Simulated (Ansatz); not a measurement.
The same ligand exchange along the group Sc, Y.

Gas-phase electronic energies from Ansatz, PBE0-D4/def2-TZVP geometries. CBS: MP2 limit from def2 TZ/QZ plus the TZ coupled-cluster correction, frozen cores. This one scheme is used for every species. DFT in def2-TZVPP. def2 core potentials past Kr. For Sc, Y outer-core shells are correlated without core-valence functions, which leaves a few kJ/mol of doubt a bond. Scalar relativity is left out up to krypton. One conformer a species, not always the lowest.

```csv
reaction,LDA (SPW92) (kJ/mol),RPA@PBE/def2-TZVPP (kJ/mol),PBE-D4 (kJ/mol),CCSD(T)/CBS(def2) (kJ/mol)
`[NH2][Sc]([Cl])[Cl]` + H–F → `[F][Sc]([Cl])[Cl]` + NH₃,-110,-107,-114,-105
`[NH2][Y]([Cl])[Cl]` + H–F → `[F][Y]([Cl])[Cl]` + NH₃,-118,-112,-124,-120
```

Largest T1 diagnostic: 0.015, for `[F][Sc]([Cl])[Cl]`.
